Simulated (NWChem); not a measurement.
System: GeNH₃, singlet; SMILES [NH2][GeH]

Here is an NWChem input.

```
start job
memory heap 200 mb stack 900 mb global 1100 mb
geometry units angstroms
  Ge    -0.115623     0.196681     0.244587
  H     -0.469454     1.330875    -0.883764
  N      0.526879    -0.927324    -1.004926
  H      0.584917    -0.779230    -2.000459
  H      0.895560    -1.839600    -0.777810
end
basis spherical
  * library def2-svp
end
dft
  xc pbe0
  iterations 150
end
driver
  maxiter 120
end
task dft optimize
task dft freq
```

Low-valent species are run as closed-shell singlets; no triplet was tried in these runs.

The level has its own optimisation; frequencies are unscaled.

Question: What results follow from this input? (PBE0/def2-SVP.) Quantities: r Ge–H (Å); r Ge–N (Å); r H–N (Å); highest harmonic frequency (cm⁻¹); lowest (cm⁻¹); zero-point energy (kcal/mol); dipole (D).

Answer: r Ge–H (Å): 1.602
r Ge–N (Å): 1.814
r H–N (Å): 1.015
highest harmonic frequency (cm⁻¹): 3706
lowest (cm⁻¹): 518
zero-point energy (kcal/mol): 20.3
dipole (D): 1.87
